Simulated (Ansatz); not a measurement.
Z-matrix (Å, degrees):
```
C
Si 1 1.871
H 1 1.093 2 111.2
H 1 1.093 2 110.9 3 120.1
H 1 1.092 2 110.7 3 -120.1
C 2 1.877 1 111.8 3 -62.3
H 2 1.491 1 109.5 3 176.4
H 2 1.490 1 109.7 3 58.6
Si 6 1.862 2 115.2 1 58.2
H 6 1.096 2 108.4 1 -64.7
H 6 1.096 2 108.0 1 179.6
O 9 1.651 6 113.2 2 169.6
H 9 1.492 6 108.7 2 -67.5
H 9 1.483 6 110.4 2 52.4
H 12 0.958 9 117.8 6 66.1
```

Charge 0, multiplicity 1.

List the ωB97M-V/def2-TZVPP orbital energies in eV (Ansatz). (Best estimate.)

The calculation gave: Occupied: -1807.20, -1806.67, -526.05, -280.96, -280.91, -148.19, -147.74, -102.32, -102.29, -102.28, -101.85, -101.85, -101.84, -30.80, -22.75, -21.97, -18.24, -16.64, -15.56, -14.54, -14.00, -13.81, -13.19, -12.89, -11.95, -11.35, -11.27, -11.19, -10.46. Lowest empty: 1.79, 2.33, 2.49, 3.12, 3.48, 3.64, 3.99, 4.10.
